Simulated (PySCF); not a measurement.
Several molecules and their computed UV-vis stick spectra, shuffled. Computed with PySCF, TDDFT B3LYP/def2-SVPD, vertical, gas phase, core orbitals frozen in the response. Geometries: PBE0-D3(BJ)/def2-SVP; one conformer of each isolated species. Triplets are in the Tamm–Dancoff approximation.

A. `CCC(C)=C=PC1CC1`
B. `COC[N@@+]1(C)[BH2-]CCC1`
C. `C1CC1P1CCC=C1C`

Lowest singlet levels (six at most, fewer where fewer were computed) with oscillator strengths:

1. 6.48 eV (f 0.007); 6.59 eV (f 0.010); 7.03 eV (f 0.022); 7.08 eV (f 0.007); 7.19 eV (f 0.001); 7.21 eV (f 0.008); T1 6.42 eV
2. 4.22 eV (f 0.003); 4.77 eV (f 0.000); 5.08 eV (f 0.066); 5.84 eV (f 0.816); 5.97 eV (f 0.003); 6.08 eV (f 0.036); T1 3.11 eV
3. 5.18 eV (f 0.078); 5.75 eV (f 0.005); 5.83 eV (f 0.017); 6.19 eV (f 0.040); 6.30 eV (f 0.072); 6.42 eV (f 0.052); T1 4.00 eV

Question: Which spectrum belongs to which structure?

Answer: 1 = B, 2 = A, 3 = C.
- A: S1 at 4.22 eV, HOMO-1→LUMO (96%); Löwdin shares by element: HOMO carbon 49% or more, phosphorus 32% (atoms not listed hold the other 19%); LUMO carbon 43% or more, phosphorus 40% (atoms not listed hold the other 17%); HOMO -6.41 and LUMO -1.04 eV.
- B: S1 at 6.48 eV, HOMO→LUMO (94%); Löwdin shares by element: HOMO hydrogen 37% or more, boron 33%, carbon 11% or more (atoms not listed hold the other 19%); LUMO carbon 28% or more, hydrogen 7% or more, oxygen 7% (atoms not listed hold the other 59%); HOMO -7.08 and LUMO 0.07 eV.
- C: S1 at 5.18 eV, HOMO→LUMO (90%), HOMO-1→LUMO (9%); Löwdin shares by element: HOMO phosphorus 43%, carbon 36% or more (atoms not listed hold the other 21%); LUMO carbon 62% or more, phosphorus 10% (atoms not listed hold the other 28%); HOMO -6.05 and LUMO -0.06 eV.

Without π bonds the low states are Rydberg-like; a valence basis with one diffuse set may place them up to an eV too high.
